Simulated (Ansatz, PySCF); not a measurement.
Complex: NH3 (SMILES N) (first 4 atoms) with C2H6O (SMILES COC); geometry from B3LYP-D3(BJ)/def2-TZVP, rigid monomers moved along the line of their centres of mass till H4···O6 is 1.97 Å.
(charge 0, multiplicity 1):
```xyz
13

N      0.4980    -0.0204     0.1666
H     -0.0370     0.5695    -0.4604
H      0.6913    -0.8832    -0.3290
H     -0.0986    -0.2479     0.9576
C     -0.3103     1.1609     3.0957
O     -0.4353    -0.2350     2.9023
C      0.7309    -0.9341     3.2929
H      0.5100     1.5703     2.4949
H     -0.1321     1.3981     4.1519
H     -1.2485     1.6170     2.7829
H      1.5973    -0.6180     2.7004
H      0.5459    -1.9939     3.1234
H      0.9486    -0.7748     4.3563
```

Interaction energies are E(AB) − E(A) − E(B) at the monomers' geometry in the complex; basis-set methods are counterpoise corrected.

Correlated levels freeze the cores.

Codes used: Ansatz (a program for electronic structure); PySCF for the dispersion terms. 

PBE/def2-TZVPPD gives -62.6 meV for the interaction energy.

Where do these levels fall relative to PBE: PBE-D3(BJ)/def2-TZVPPD, r2SCAN/def2-TZVPPD, PBE0/def2-TZVPPD, wB97M-V/def2-TZVPPD, MP2/aug-cc-pVDZ, CCSD(T)/aug-cc-pVDZ.

PBE-D3(BJ)/def2-TZVPPD -60.0; r2SCAN/def2-TZVPPD -46.9; PBE0/def2-TZVPPD -5.8; wB97M-V/def2-TZVPPD -57.3; MP2/aug-cc-pVDZ -33.0; CCSD(T)/aug-cc-pVDZ -24.5 meV. 0 of 6 lie above PBE; the widest gap is to PBE-D3(BJ)/def2-TZVPPD.
